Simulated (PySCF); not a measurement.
Gas-phase reaction: 3 GaF + 3 BrF = Ga₂F₆ + GaBr₃

Method: PySCF energies plus ideal-gas RRHO corrections (1 bar). † marks an energy on the PBE0/def2-TZVP geometry and frequencies; other levels use their own. All species are closed-shell singlets. Br, Ga: all electrons, no relativistic terms. Ga₂F₆: computed as isolated molecules; such fragments, hydroxides, amides, oligomers or adducts are transient or little studied in the gas. The harmonic model lacks anharmonicity and excited electronic states, which grow with temperature; levels with a mode under 35 cm⁻¹ are left out. Soft modes under 120 cm⁻¹ make the harmonic entropy rough for Ga₂F₆, GaBr₃.

```json
[
 {"level": "HF/def2-TZVP†", "ΔE electronic, kJ": "-1503", "ΔH°(298 K), kJ": "-1486", "ΔS°(298 K), J/K": "-581", "ΔG°(2500 K), kJ": "-149"},
 {"level": "PBE/def2-SVP", "ΔE electronic, kJ": "-1369", "ΔH°(298 K), kJ": "-1352", "ΔS°(298 K), J/K": "-576", "ΔG°(2500 K), kJ": "-27"},
 {"level": "r2SCAN/def2-TZVP†", "ΔE electronic, kJ": "-1459", "ΔH°(298 K), kJ": "-1442", "ΔS°(298 K), J/K": "-581", "ΔG°(2500 K), kJ": "-105"},
 {"level": "ωB97M-V/def2-TZVP†", "ΔE electronic, kJ": "-1375", "ΔH°(298 K), kJ": "-1358", "ΔS°(298 K), J/K": "-581", "ΔG°(2500 K), kJ": "-21"},
 {"level": "ωB97X-V/def2-TZVP†", "ΔE electronic, kJ": "-1423", "ΔH°(298 K), kJ": "-1406", "ΔS°(298 K), J/K": "-581", "ΔG°(2500 K), kJ": "-69"}
]
```
ΔH° is lowest at HF/def2-TZVP† and highest at PBE/def2-SVP. No reference value is set beside these.
